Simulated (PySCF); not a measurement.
F2Si, SMILES F[Si]F (connectivity only; charge and spin as stated), charge +1, multiplicity 2.

Coordinates come from a PBE-D3(BJ)/def2-TZVP optimisation. The isomer is the one that the SMILES or the coordinates give; other isomers of the formula were not compared.

Level of theory: PBE-D3(BJ)/def2-TZVP in PySCF.

Frequencies are harmonic and unscaled.

**Question.** List the normal modes with their intensities. (The exact figures need the calculation; the answer reports its results.)

**Answer.** 
```
mode  ν (cm⁻¹)  IR (km/mol)  moving atoms (share of kinetic energy)
----  --------  -----------  --------------------------------------
1          271         40.0                         F 69 %, Si 31 %
2          880         47.1                         F 74 %, Si 26 %
3         1068        142.3                         Si 51 %, F 49 %
```
